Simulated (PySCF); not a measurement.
# Stretching ZnC

Set-up: basis Zn x2c-SVPall, C x2c-SVPall; spin-free X2C with a Gaussian nucleus; PySCF 2.14. Energies in eV from Zn + C in their ground configurations at the same level. State: ³Σ⁻ (triplet), unpaired electrons π ↑↑.

All columns are PBE0. A positive dipole means Zn(−)C(+).

| R (Å) | E (eV) | μ (D) | Mulliken charge on Zn (basis-dependent) | HOMO (eV) | LUMO (eV) | Mayer bond order | ⟨S²⟩ |
| --- | --- | --- | --- | --- | --- | --- | --- |
| 1.708 | -0.644 | -2.63 | -0.01 | -6.52 | -2.62 | 1.49 | 2.26 |
| 1.787 | -0.942 | -2.71 | 0.04 | -6.60 | -2.71 | 1.39 | 2.27 |
| 1.867 | -1.101 | -2.79 | 0.08 | -6.60 | -2.80 | 1.29 | 2.26 |
| 1.926 | -1.155 | -2.85 | 0.11 | -6.54 | -2.87 | 1.22 | 2.25 |
| 1.986 | -1.168 | -2.90 | 0.14 | -6.50 | -2.93 | 1.15 | 2.24 |
| 2.046 | -1.153 | -2.93 | 0.16 | -6.46 | -2.99 | 1.09 | 2.22 |
| 2.125 | -1.101 | -2.96 | 0.18 | -6.42 | -3.07 | 1.00 | 2.20 |
| 2.224 | -1.008 | -2.95 | 0.20 | -6.40 | -3.15 | 0.90 | 2.16 |
| 2.344 | -0.879 | -2.89 | 0.20 | -6.42 | -3.23 | 0.78 | 2.12 |
| 2.502 | -0.708 | -2.72 | 0.19 | -6.48 | -3.30 | 0.64 | 2.08 |

A fit through these points gives, at Re = 1.981 Å, μ = -2.89 D and dμ/dR = -0.724 D/Å; the reduced mass is 10.1 u.

Task: How strong is the fundamental in the double-harmonic approximation, I = 42.26·(dμ/dR)²/μred km/mol?

Result: I = 42.26·(-0.724)²/10.1 = 2.19 km/mol at PBE0.

The state was picked by a PBE0 search and need not be the measured ground state.
